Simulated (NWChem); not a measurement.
The numbers come from NWChem runs, not from measurements. System: iodoethane (C₂H₅I), charge 0, spin multiplicity 1, at a geometry optimised with B3LYP/def2-SVP with def2 effective core potentials on I. Level: RHF/def2-TZVP with def2 effective core potentials on I.

Input file:

```
start mol
memory heap 200 mb stack 900 mb global 1100 mb
geometry units angstroms nocenter noautoz
  C      2.449903     0.388848     0.000000
  C      1.121057     1.117352     0.000000
  I     -0.599613    -0.248089     0.000000
  H      2.568305    -0.245375     0.891367
  H      3.268701     1.130597     0.000000
  H      2.568305    -0.245375    -0.891367
  H      0.974204     1.735840     0.894236
  H      0.974204     1.735840    -0.894236
  symmetry group Cs
end
basis spherical
  * library def2-tzvp
end
ecp
  I library def2-ecp
end
scf
  rhf
  nopen 0
  maxiter 100
  thresh 1e-7
  semidirect memsize 60000000 filesize 0
end
task scf energy
```

NWChem printed:

```
             Northwest Computational Chemistry Package (NWChem) 7.3.0
             --------------------------------------------------------

                                NWChem Input Module
                                -------------------

 Scaling coordinates for geometry "geometry" by  1.889725989
 (inverse scale =  0.529177249)

 Turning off AUTOSYM since
 SYMMETRY directive was detected!

                             Geometry "geometry" -> ""
                             -------------------------

 Output coordinates in angstroms (scale by  1.889725989 to convert to a.u.)

  No.       Tag          Charge          X              Y              Z
 ---- ---------------- ---------- -------------- -------------- --------------
    1 C                    6.0000     2.44990300     0.38884800     0.00000000
    2 C                    6.0000     1.12105700     1.11735200     0.00000000
    3 I                   53.0000    -0.59961300    -0.24808900     0.00000000
    4 H                    1.0000     2.56830500    -0.24537500     0.89136700
    5 H                    1.0000     3.26870100     1.13059700     0.00000000
    6 H                    1.0000     2.56830500    -0.24537500    -0.89136700
    7 H                    1.0000     0.97420400     1.73584000     0.89423600
    8 H                    1.0000     0.97420400     1.73584000    -0.89423600

 Effective nuclear repulsion energy (a.u.)     212.0428958484

            Nuclear Dipole moment (a.u.)
            ----------------------------
        X                 Y               Z
 ---------------- ---------------- ----------------
    -0.0000188973     0.0000188973     0.0000000000

      Symmetry information
      --------------------

 Group name             Cs
 Group number              2
 Group order               2
 No. of unique centers     6

      Symmetry unique atoms

     1    2    3    4    5    7


 Summary of "ao basis" -> "" (spherical)
 ------------------------------------------------------------------------------
       Tag                 Description            Shells   Functions and Types
 ---------------- ------------------------------  ------  ---------------------
 *                         def2-tzvp                  on all atoms

 Summary of "ao basis" -> "ao basis" (spherical)
 ------------------------------------------------------------------------------
       Tag                 Description            Shells   Functions and Types
 ---------------- ------------------------------  ------  ---------------------
 C                         def2-tzvp                11       31   5s3p2d1f
 I                         def2-tzvp                16       50   6s5p3d2f
 H                         def2-tzvp                 4        6   3s1p

                                 NWChem SCF Module
                                 -----------------

  ao basis        = "ao basis"
  functions       =   142
  atoms           =     8
  closed shells   =    21
  open shells     =     0
  charge          =   0.00
  wavefunction    = RHF
  use symmetry    = T
  symmetry adapt  = T

 Summary of "ao basis" -> "ao basis" (spherical)
 ------------------------------------------------------------------------------
       Tag                 Description            Shells   Functions and Types
 ---------------- ------------------------------  ------  ---------------------
 C                         def2-tzvp                11       31   5s3p2d1f
 I                         def2-tzvp                16       50   6s5p3d2f
 H                         def2-tzvp                 4        6   3s1p

      Symmetry analysis of basis
      --------------------------

        a'         92
        a"         50

 Forming initial guess at       0.2s

      Superposition of Atomic Density Guess
      -------------------------------------

 Sum of atomic energies:        -425.00353399

      Non-variational initial energy
      ------------------------------

 Total energy =    -375.869827
 1-e energy   =    -857.906345
 2-e energy   =     362.649726
 HOMO         =      -0.327411
 LUMO         =      -0.022399

      Symmetry analysis of molecular orbitals - initial
      -------------------------------------------------

  Numbering of irreducible representations:

     1 a'          2 a"

  Orbital symmetries:

     1 a'          2 a'          3 a'          4 a'          5 a'
     6 a"          7 a'          8 a'          9 a"         10 a"
    11 a'         12 a'         13 a'         14 a'         15 a"
    16 a'         17 a'         18 a"         19 a'         20 a'
    21 a"         22 a'         23 a'         24 a'         25 a"
    26 a'         27 a"         28 a'         29 a'         30 a'
    31 a"

 Starting SCF solution at       5.2s

 ----------------------------------------------
         Quadratically convergent ROHF

 Convergence threshold     :          1.000E-07
 Maximum no. of iterations :          100
 Final Fock-matrix accuracy:          1.000E-09
 ----------------------------------------------

              iter       energy          gnorm     gmax       time
             ----- ------------------- --------- --------- --------
                 1     -375.3012839372  6.14D-01  1.57D-01      5.5
                 2     -375.3300568382  3.28D-01  5.17D-02      5.7
                 3     -375.3363910289  1.90D-02  5.90D-03      6.4
                 4     -375.3364419445  2.40D-04  4.16D-05      7.6
                 5     -375.3364419506  3.59D-08  1.59D-08      9.6

       Final RHF  results
       ------------------

         Total SCF energy =   -375.336441950552
      One-electron energy =   -860.462058549366
      Two-electron energy =    365.738824095583
 Nuclear repulsion energy =    119.386792503231

        Time for solution =      4.5s

       Symmetry analysis of molecular orbitals - final
       -----------------------------------------------

  Numbering of irreducible representations:

     1 a'          2 a"

  Orbital symmetries:

     1 a'          2 a'          3 a'          4 a'          5 a'
     6 a"          7 a'          8 a'          9 a"         10 a"
    11 a'         12 a'         13 a'         14 a'         15 a"
    16 a'         17 a'         18 a"         19 a'         20 a'
    21 a"         22 a'         23 a'         24 a'         25 a"
    26 a'         27 a"         28 a'         29 a'         30 a'
    31 a"

             Final eigenvalues
             -----------------

              1
    1  -11.2932
    2  -11.2416
    3   -7.7198
    4   -5.5734
    5   -5.5652
    6   -5.5651
    7   -2.2690
    8   -2.2651
    9   -2.2651
   10   -2.2558
   11   -2.2558
   12   -1.0547
   13   -0.8995
   14   -0.8137
   15   -0.6400
   16   -0.5920
   17   -0.5540
   18   -0.5233
   19   -0.4308
   20   -0.3579
   21   -0.3571
   22    0.0912
   23    0.1421
   24    0.1768
   25    0.1906
   26    0.2064
   27    0.2226
   28    0.2499
   29    0.2782
   30    0.2939
   31    0.2976

                       ROHF Final Molecular Orbital Analysis
                       -------------------------------------

 Vector   19  Occ=2.000000D+00  E=-4.307722D-01  Symmetry=a'
              MO Center=  3.6D-01,  2.9D-01,  4.2D-14, r^2= 3.5D+00
   Bfn.  Coefficient  Atom+Function         Bfn.  Coefficient  Atom+Function
  ----- ------------  ---------------      ----- ------------  ---------------
    78      0.307338  3 I  px                72     -0.263803  3 I  px
    79      0.250310  3 I  py                73     -0.215427  3 I  py
    75      0.200064  3 I  px                40     -0.166198  2 C  px
    41     -0.166563  2 C  py                76      0.163703  3 I  py
    38     -0.156177  2 C  py

 Vector   20  Occ=2.000000D+00  E=-3.579476D-01  Symmetry=a'
              MO Center= -5.4D-01, -2.2D-01, -7.5D-16, r^2= 2.3D+00
   Bfn.  Coefficient  Atom+Function         Bfn.  Coefficient  Atom+Function
  ----- ------------  ---------------      ----- ------------  ---------------
    79      0.434855  3 I  py                73     -0.349801  3 I  py
    78     -0.351044  3 I  px                72      0.279880  3 I  px
    76      0.273569  3 I  py                82      0.225144  3 I  py
    75     -0.218134  3 I  px                81     -0.180166  3 I  px

 Vector   21  Occ=2.000000D+00  E=-3.570976D-01  Symmetry=a"
              MO Center= -5.5D-01, -2.1D-01, -2.4D-14, r^2= 2.2D+00
   Bfn.  Coefficient  Atom+Function         Bfn.  Coefficient  Atom+Function
  ----- ------------  ---------------      ----- ------------  ---------------
    80      0.557274  3 I  pz                74     -0.447757  3 I  pz
    77      0.350196  3 I  pz                83      0.289679  3 I  pz

 Vector   22  Occ=0.000000D+00  E= 9.115020D-02  Symmetry=a'
              MO Center= -2.0D-02,  2.2D-01,  4.1D-14, r^2= 6.1D+00
   Bfn.  Coefficient  Atom+Function         Bfn.  Coefficient  Atom+Function
  ----- ------------  ---------------      ----- ------------  ---------------
    36      2.181497  2 C  s                 68     -0.907701  3 I  s
    81     -0.729419  3 I  px               133     -0.701582  7 H  s
   139     -0.701582  8 H  s                 82     -0.609167  3 I  py
     5      0.517337  1 C  s                 43     -0.513902  2 C  px
   115     -0.398886  4 H  s                127     -0.398886  6 H  s

 Vector   23  Occ=0.000000D+00  E= 1.421372D-01  Symmetry=a'
              MO Center=  2.2D+00,  6.9D-01,  3.4D-13, r^2= 8.3D+00
   Bfn.  Coefficient  Atom+Function         Bfn.  Coefficient  Atom+Function
  ----- ------------  ---------------      ----- ------------  ---------------
     5      5.329629  1 C  s                121     -2.114188  5 H  s
   115     -1.679533  4 H  s                127     -1.679533  6 H  s
   133     -1.201688  7 H  s                139     -1.201688  8 H  s
    44      1.085827  2 C  py                 4     -0.583388  1 C  s
    81      0.496236  3 I  px                43     -0.402601  2 C  px

 Vector   24  Occ=0.000000D+00  E= 1.768322D-01  Symmetry=a'
              MO Center=  1.5D+00,  9.3D-01,  2.0D-15, r^2= 8.4D+00
   Bfn.  Coefficient  Atom+Function         Bfn.  Coefficient  Atom+Function
  ----- ------------  ---------------      ----- ------------  ---------------
    36     -6.230077  2 C  s                  5      5.849736  1 C  s
   133      2.094921  7 H  s                139      2.094921  8 H  s
   115     -1.571935  4 H  s                127     -1.571935  6 H  s
    12     -1.222177  1 C  px                43     -1.060341  2 C  px
   121     -0.473860  5 H  s                 81     -0.320230  3 I  px

 center of mass
 --------------
 x =  -0.27635688 y =  -0.11227015 z =   0.00000000

 moments of inertia (a.u.)
 ------------------
         124.103759406323        -178.011881847409           0.000000000000
        -178.011881847409         566.319683803279           0.000000000000
           0.000000000000           0.000000000000         667.473388274140

  Mulliken analysis of the total density
  --------------------------------------

    Atom       Charge   Shell Charges
 -----------   ------   -------------------------------------------------------
    1 C    6     6.30   0.85  1.12  0.47  0.67  0.08  1.25  1.40  0.37  0.02  0.06  0.00
    2 C    6     6.17   0.85  1.12  0.48  0.72 -0.00  1.17  1.41  0.30  0.02  0.09  0.01
    3 I   25    25.15   0.19 -0.77  1.58  1.01  1.08  0.86 -0.49  6.45  1.33  2.79  1.07  9.23  0.76  0.05  0.01  0.00
    4 H    1     0.88   0.26  0.49  0.10  0.02
    5 H    1     0.89   0.26  0.49  0.11  0.02
    6 H    1     0.88   0.26  0.49  0.10  0.02
    7 H    1     0.87   0.26  0.48  0.10  0.02
    8 H    1     0.87   0.26  0.48  0.10  0.02

       Multipole analysis of the density wrt the origin
       ------------------------------------------------

     L   x y z        total         open         nuclear
     -   - - -        -----         ----         -------
     0   0 0 0      0.000000      0.000000     42.000000

     1   1 0 0      0.788677      0.000000     31.726901
     1   0 1 0      0.525887      0.000000     13.126985
     1   0 0 1      0.000000      0.000000      0.000000

     2   2 0 0    -28.760237      0.000000    279.671791
     2   1 1 0      1.852137      0.000000     81.305200
     2   1 0 1      0.000000      0.000000      0.000000
     2   0 2 0    -29.476250      0.000000     61.999825
     2   0 1 1      0.000000      0.000000      0.000000
     2   0 0 2    -30.918542      0.000000     11.385933

 Task  times  cpu:        9.7s     wall:        9.7s

 Total times  cpu:        9.7s     wall:        9.7s
```
